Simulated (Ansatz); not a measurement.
Input file for F₂H₃InOSi, SMILES `[F][In]([F])[O][SiH3]`:

```yaml
crystal:
  periodic: [false, false, false]
  atoms:
    - {symbol: F, position_ang: [0.514458, -1.755038, 2.213074]}
    - {symbol: In, position_ang: [1.002471, -1.487778, 0.367135]}
    - {symbol: F, position_ang: [2.249692, -2.739678, -0.386002]}
    - {symbol: O, position_ang: [0.275468, -0.026090, -0.684833]}
    - {symbol: Si, position_ang: [-0.771038, 1.214322, -0.428794]}
    - {symbol: H, position_ang: [-0.333083, 2.050482, 0.722171]}
    - {symbol: H, position_ang: [-2.138558, 0.701583, -0.142674]}
    - {symbol: H, position_ang: [-0.799399, 2.042209, -1.660067]}
basis:
  gaussian: {orbitals: def2-TZVPP}
correlation: {method: ccsd_t}
output: {orbitals: {seedname: orbitals}}
```

```sh
$ ansatz run in.yaml --threads 4 --pin off --events-out ev --progress --plain --max-ram 10444MiB
```

The program prints (abridged):

```
Functional definition: HF
  name "HF"
  cite "Fock, Z. Phys. 61, 126 (1930) doi:10.1007/BF01340294"
  parent pbe
  exchange = exact_x
  correlation = 0
1567 factors; integrals over basis functions are off by at most 1.2e-3 eV
mean field evaluation 1: about -20508.3059 eV, gradient 5.8e1 eV
mean field evaluation 2: about -20508.4453 eV, gradient 5.8e1 eV
mean field evaluation 4: about -20514.0682 eV, gradient 2.9e0 eV
mean field evaluation 8: about -20514.1193 eV, gradient 3.6e-1 eV
mean field -20514.11970163 eV, -753.8799940652 hartree, gradient 3.1e-6 eV, S^2 0.000000; 0 other end points of the search recorded, 0 dependent functions left out
12 core orbitals not correlated: weight in the atoms' cores, before any rotation towards them, 1.000 or more for the frozen orbitals, at most 0.000 for the correlated occupied ones
reference -20514.11970163 eV, -753.8799940652 hartree; 20, 20 occupied and 195, 195 virtual orbitals, 1567 factors
second order -31.03069549 eV of doubles, -0.00000000 eV of singles
cycle   1  -30.31632120 eV  change    7.1e-1 eV  update   1.5e-1
cycle   2  -31.08301881 eV  change   -7.7e-1 eV  update   5.0e-2
cycle   3  -31.29183559 eV  change   -2.1e-1 eV  update   2.7e-2
cycle   4  -31.27404539 eV  change    1.8e-2 eV  update   7.7e-3
cycle   5  -31.26510809 eV  change    8.9e-3 eV  update   3.3e-3
cycle   6  -31.26716413 eV  change   -2.1e-3 eV  update   1.2e-3
cycle   7  -31.26729915 eV  change   -1.4e-4 eV  update   3.8e-4
cycle   8  -31.26700812 eV  change    2.9e-4 eV  update   1.8e-4
cycle   9  -31.26704767 eV  change   -4.0e-5 eV  update   7.5e-5
cycle  10  -31.26713476 eV  change   -8.7e-5 eV  update   3.1e-5
cycle  11  -31.26708454 eV  change    5.0e-5 eV  update   1.3e-5
cycle  12  -31.26709275 eV  change   -8.2e-6 eV  update   5.8e-6
perturbative correction -0.99768267 eV, -0.0366641617 hartree
Total energy: -20546.38447705 eV, -755.0657026920 hartree
```

Hardware: 4 threads of an Arm Neoverse V2 on a shared host. Wall time 3 min, peak host memory 4.3 GiB.

Correlation energy per correlated electron: -0.807 eV. T1 diagnostic: 0.0167.
